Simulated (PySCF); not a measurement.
Mg(H)(Et) (C2H6Mg), SMILES [MgH][CH2]C.

Geometry optimised at TPSSh-D3(BJ)/def2-TZVP.

All values below come from ωB97X/def2-TZVPD (PySCF).

Symmetry labels are those of the subgroup Cs that the program uses (full group Cs).

Task: List the valence orbital energies around the gap with their symmetry. (An estimate is asked for; the answer gives what the named calculation found.)

Result: 
```csv
orbital,symmetry,energy (eV)
HOMO−7,A',-23.28
HOMO−6,A',-19.23
HOMO−5,A",-14.39
HOMO−4,A',-13.83
HOMO−3,A',-12.26
HOMO−2,A",-11.68
HOMO−1,A',-10.50
HOMO,A',-8.69
LUMO,A',0.96
LUMO+1,A",0.99
LUMO+2,A',1.23
LUMO+3,A',2.05
```
